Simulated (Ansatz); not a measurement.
Ansatz (an electronic-structure program) input:
A basis named .json is the Basis Set Exchange file of that set.

Ansatz 0.2 input:
```yaml
crystal:
  periodic: [false, false, false]
  atoms:
    - {symbol: Ti, position_ang: [-0.14204594, -0.27513612, -0.22781313]}
    - {symbol: O, position_ang: [1.25804129, 0.57469520, -0.58656583]}
    - {symbol: O, position_ang: [-0.86741496, 0.18192914, 1.21305193]}
basis:
  gaussian:
    orbitals: def2-QZVPP.json
hamiltonian:
  xc: pbe
total_charge: -1
magnetization: {spin_polarized: true, initial_magnetization: 1}
correlation: {method: rpa, electrons: outside_noble_gas}
```

Task: What final total energy does it print?

Result: -999.24667 Eh (RPA@PBE/def2-QZVPP). The basis has 207 functions.

The spin state was set by rule; other spins were not relaxed.
